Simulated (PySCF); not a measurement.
**Excitation energy of Br²⁺ by level of theory**

Br²⁺ [Ar] 3d10 4s2 4p3 (4S) → Br²⁺ [Ar] 3d10 4s1 4p3 5s1 (6S), as a difference of total energies. Computed with PySCF 2.14 in x2c-QZVPPall with one added diffuse shell each of s, p, d, f type (12s9p6d5f1g, 113 functions), with scalar relativity by spin-free X2C-1e. Correlated levels: valence: [Ar] 3d10 frozen; valence and next inner shell: [Ne] frozen. The calculations carry no spin-orbit coupling.

| method | excitation energy (eV) |
| --- | --- |
| UHF | 25.864 |
| LDA | 28.597 |
| PBE | 28.329 |
| PBE0 | 28.074 |
| r2SCAN | 27.990 |
| B2PLYP | 28.295 |
| CAM-B3LYP | 28.795 |
| r2SCANh | 27.910 |
| MP2 (valence) | 27.275 |
| SCS-MP2 (valence) | 27.833 |
| MP2 (valence and next inner shell) | 27.910 |
| SCS-MP2 (valence and next inner shell) | 28.321 |

Q: How much does correlation contribute at MP2 (valence and next inner shell)?

A: 27.910 − (25.864) = 2.046 eV, measured against UHF.

The promoted electron is Rydberg-like, and one or two diffuse shells describe it only roughly, which tends to raise the upper state.
